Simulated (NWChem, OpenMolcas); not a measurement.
**InSiH4F (SMILES [F][InH][SiH3]): the HOMO–LUMO gap, rung by rung**

The species is InSiH4F (7 atoms), meant as a singlet with charge 0. SMILES: `[F][InH][SiH3]`. The shape is that of a PBE0-D4/def2-TZVP optimisation.

Each level gives the HOMO–LUMO gap (eV). The values are calculated.

```csv
level,kind,program,value (eV)
HF/def2-SVP (core potential),Hartree–Fock,NWChem,10.99
SVWN5/def2-SVP (core potential),LDA,OpenMolcas,3.85
revPBE/def2-SVP (core potential),GGA,OpenMolcas,4.00
TPSS/def2-SVP (core potential),meta-GGA,OpenMolcas,4.22
r2SCAN/def2-SVP (core potential),meta-GGA,OpenMolcas,4.45
B3LYP/def2-SVP (core potential),global hybrid,OpenMolcas,5.41
PBE0/def2-SVP (core potential),global hybrid,OpenMolcas,5.88
B2PLYP/def2-SVP (core potential),double hybrid,OpenMolcas,7.75
```

The values span 3.85 to 10.99 eV. Orbital gaps aren't excitation energies, and those of double hybrids come from the SCF part alone; they tend to grow with the share of exact exchange.
